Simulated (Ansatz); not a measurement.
H₄GeO₄, charge +1, doublet, at a GFN2-xTB geometry (a state made from the parent by changing its charge; the spin is typed, not shown lowest); B3LYP5/3-21G run with Ansatz (a first-principles code).

Here is a job for Ansatz.
Ansatz 0.2 input:
```yaml
crystal:
  periodic: [false, false, false]
  atoms:
    - {symbol: O, position_ang: [0.34695276, 1.42081914, -0.88142621]}
    - {symbol: Ge, position_ang: [0.00000000, -0.00000000, 0.00000000]}
    - {symbol: O, position_ang: [-1.09352922, 0.42616389, 1.24040058]}
    - {symbol: O, position_ang: [-0.68291413, -1.18704843, -1.02007830]}
    - {symbol: O, position_ang: [1.42949059, -0.65993459, 0.66110393]}
    - {symbol: H, position_ang: [-0.19639553, 1.79994032, -1.58416159]}
    - {symbol: H, position_ang: [-0.86123764, 0.81657735, 2.09270052]}
    - {symbol: H, position_ang: [-1.23581388, -1.92735190, -0.73892018]}
    - {symbol: H, position_ang: [2.29344704, -0.68916578, 0.23038125]}
basis:
  gaussian:
    orbitals: 3-21G.json
hamiltonian:
  xc: b3lyp5
total_charge: 1
magnetization: {spin_polarized: true, initial_magnetization: 1}
```
The basis file holds 3-21G in the JSON format of the Basis Set Exchange.

What the program printed (banner, timings and long lists left out):

```
Functional definition: B3LYP5
626 factors; integrals over basis functions are off by at most 4.4e-4 eV
mean field evaluation 1: about -64425.3400 eV, gradient 7.0e1 eV
mean field evaluation 2: about -64417.2289 eV, gradient 8.4e1 eV
mean field evaluation 4: about -64439.0404 eV, gradient 1.5e1 eV
mean field evaluation 8: about -64440.0081 eV, gradient 1.0e0 eV
mean field evaluation 16: about -64440.0129 eV, gradient 1.6e-2 eV
mean field evaluation 32: about -64440.0129 eV, gradient 4.4e-6 eV
mean field -64440.01294919 eV, -2368.1267968733 hartree, gradient 1.7e-5 eV, S^2 0.755247; 6 other end points of the search recorded, 0 dependent functions left out
reference -64440.01314415 eV, -2368.1268040377 hartree; 34, 33 occupied and 33, 34 virtual orbitals, 626 factors
Total energy: -64440.01314415 eV, -2368.1268040377 hartree
```
